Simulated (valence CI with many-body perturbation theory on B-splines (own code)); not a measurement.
## Sm LVI: calculated level list

Level of theory: relativistic CI+MBPT: five valence electrons over a frozen Dirac-Fock core [He], radial functions for each j: 9 s, 9 p, 8 d, 6 f, 3 g, 1 h, with the one-electron correlation potential Σ1, the two-electron term Σ2, the three-electron term Σ3, Breit, model QED; selected CI, second order for the rest (own B-spline code, finite nucleus).

No measured spectrum was set against this ion. As an estimate, large intervals hold to a few tenths of a per cent, small ones and those within an open d or f shell to about a per cent. Among the levels kept, up to 1200 cm⁻¹ of a level comes from second order outside the variational space, and about a tenth of that is noise between levels of different J, which matters for small intervals.

Levels 46 to 76 of 76, with energies above the lowest level, (2s^2 2p1/2^2 2p3/2) J=3/2. "Leading %" is the weight of the configuration and term that name the level; weights of strongly mixed levels are sums over their largest components and can fall short. In the jj column 3d3/2^4 stands for four electrons in 3d with j = 3/2. Lifetimes count E1, E2, E3, M1 and M2 decay at the calculated energies, and are blank where another channel may lead or the interval is too uncertain; long ones can be off by a factor of two.

| No. | Configuration | Term | J | E (× 10³ cm⁻¹) | Leading % | g | Second component | Lifetime | Leading jj |
| --- | --- | --- | --- | --- | --- | --- | --- | --- | --- |
| 46 | 2s²2p²3d | ²D | 3/2 | 57444 | 30 | 1.042 | 12 % 2s²2p²3d ⁴D | 1.23 fs | 2s^2 2p1/2 2p3/2 3d3/2 (65 %) |
| 47 | 2s²2p²3d | ²P | 1/2 | 57451 | 15 | 1.395 | 13 % 2s²2p²3d ⁴P | 1.19 fs | 2s 2p1/2^2 2p3/2 3p1/2 (58 %) |
| 48 | 2s²2p²3d | ²D | 5/2 | 57455 | 33 | 1.156 | 30 % 2s²2p²3d ²F | 1.46 fs | 2s^2 2p1/2 2p3/2 3d3/2 (91 %) |
| 49 | 2s²2p²3d | ²D | 3/2 | 57574 | 16 | 1.003 | 15 % 2s2p³3p ⁴F | 12.7 fs | 2s 2p1/2^2 2p3/2 3p1/2 (65 %) |
| 50 | 2s²2p²3d | ⁴D | 7/2 | 57579 | 46 | 1.301 | 37 % 2s²2p²3d ⁴F | 48.9 fs | 2s^2 2p1/2 2p3/2 3d5/2 (99 %) |
| 51 | 2s²2p²3d | ⁴P | 1/2 | 57614 | 21 | 1.492 | 19 % 2s²2p²3d ²P | 3.46 fs | 2s^2 2p1/2 2p3/2 3d3/2 (58 %) |
| 52 | 2s²2p²3d | ²P | 3/2 | 57711 | 37 | 1.349 | 31 % 2s²2p²3d ⁴P | 1.68 fs | 2s^2 2p1/2 2p3/2 3d5/2 (94 %) |
| 53 | 2s²2p²3d | ²F | 5/2 | 57728 | 43 | 1.139 | 24 % 2s²2p²3d ⁴D | 1.36 fs | 2s^2 2p1/2 2p3/2 3d5/2 (95 %) |
| 54 | 2s²2p²3d | ²G | 9/2 | 57729 | 63 | 1.175 | 37 % 2s²2p²3d ⁴F | 19.9 ps | 2s^2 2p1/2 2p3/2 3d5/2 (100 %) |
| 55 | 2s²2p²3d | ²D | 5/2 | 57847 | 61 | 1.235 | 23 % 2s²2p²3d ⁴P | 986 as | 2s^2 2p1/2 2p3/2 3d5/2 (96 %) |
| 56 | 2s²2p²3d | ²F | 7/2 | 57904 | 68 | 1.120 | 14 % 2s²2p²3d ²G | 911 as | 2s^2 2p1/2 2p3/2 3d5/2 (97 %) |
| 57 | 2s²2p²3d | ²D | 3/2 | 57935 | 58 | 0.962 | 29 % 2s²2p²3d ²P | 1.36 fs | 2s^2 2p1/2 2p3/2 3d5/2 (99 %) |
| 58 | 2s²2p²3d | ²P | 1/2 | 57971 | 60 | 1.171 | 34 % 2s²2p²3d ²S | 1.26 fs | 2s^2 2p1/2 2p3/2 3d5/2 (99 %) |
| 59 | 2s2p³3p | ⁴D | 7/2 | 58409 | 48 | 1.442 | 30 % 2s2p³3p ⁶P | 283 fs | 2s 2p1/2^2 2p3/2 3p3/2 (98 %) |
| 60 | 2s2p³3p | ⁴P | 3/2 | 58472 | 32 | 1.532 | 25 % 2s2p³3p ²P | 6.21 fs | 2s 2p1/2^2 2p3/2 3p3/2 (98 %) |
| 61 | 2s2p³3p | ⁴P | 5/2 | 58590 | 38 | 1.422 | 21 % 2s2p³3p ²D | 6.65 fs | 2s 2p1/2^2 2p3/2 3p3/2 (98 %) |
| 62 | 2s2p³3p | ²P | 1/2 | 58621 | 38 | 1.484 | 27 % 2s2p³3p ⁴P | 3.74 fs | 2s 2p1/2^2 2p3/2 3p3/2 (98 %) |
| 63 | 2s2p³3p | ²D | 5/2 | 59030 | 31 | 1.254 | 19 % 2s2p³3p ⁴P | 8.42 fs | 2s 2p1/2^2 2p3/2 3p3/2 (99 %) |
| 64 | 2s2p³3d | ⁴D° | 5/2 | 59069 | 30 | 1.265 | 20 % 2s2p³3d ⁶D° | 14.7 fs | 2s 2p1/2^2 2p3/2 3d3/2 (98 %) |
| 65 | 2s2p³3d | ⁴D° | 3/2 | 59101 | 28 | 1.378 | 26 % 2s2p³3d ⁶D° | 6.86 fs | 2s 2p1/2^2 2p3/2 3d3/2 (99 %) |
| 66 | 2s2p³3d | ⁴F° | 7/2 | 59121 | 24 | 1.258 | 18 % 2s2p³3d ⁶D° | 598 fs | 2s 2p1/2^2 2p3/2 3d3/2 (92 %) |
| 67 | 2s2p³3d | ⁴P° | 1/2 | 59122 | 46 | 2.332 | 30 % 2s2p³3d ⁶D° | 17.9 fs | 2s 2p1/2^2 2p3/2 3d3/2 (98 %) |
| 68 | 2s2p³3p | ²P | 3/2 | 59138 | 33 | 1.219 | 15 % 2s2p³3p ⁴D | 9.55 fs | 2s 2p1/2^2 2p3/2 3p3/2 (99 %) |
| 69 | 2s2p³3p | ⁴P | 1/2 | 59171 | 41 | 1.769 | 16 % 2s2p³3p ²S | 103 fs | 2s 2p1/2^2 2p3/2 3p3/2 (98 %) |
| 70 | 2s2p³3d | ⁴F° | 9/2 | 59429 | 49 | 1.343 | 30 % 2s2p³3d ⁶D° | 16.6 ps | 2s 2p1/2^2 2p3/2 3d5/2 (99 %) |
| 71 | 2s2p³3d | ²D° | 3/2 | 59558 | 28 | 1.012 | 16 % 2s2p³3d ⁴F° | 7.92 fs | 2s 2p1/2^2 2p3/2 3d3/2 (51 %) |
| 72 | 2s2p³3d | ⁴D° | 5/2 | 59592 | 30 | 1.325 | 22 % 2s2p³3d ²D° | 1.94 fs | 2s 2p1/2^2 2p3/2 3d5/2 (98 %) |
| 73 | 2s2p³3d | ⁴D° | 7/2 | 59654 | 41 | 1.279 | 25 % 2s2p³3d ²F° | 1.06 fs | 2s 2p1/2^2 2p3/2 3d5/2 (92 %) |
| 74 | 2s²2p²3s | ⁴P | 5/2 | 59677 | 63 | 1.433 | 36 % 2s²2p²3s ²D | 26.5 fs | 2s^2 2p3/2^2 3s (98 %) |
| 75 | 2s2p³3d | ²F° | 5/2 | 59685 | 34 | 0.930 | 24 % 2s2p³3d ⁴G° | 12.5 fs | 2s 2p1/2^2 2p3/2 3d3/2 (98 %) |
| 76 | 2s2p³3d | ⁴D° | 1/2 | 59716 | 57 | 0.608 | 20 % 2s2p³3d ²P° | 2.88 fs | 2s 2p1/2^2 2p3/2 3d3/2 (74 %) |
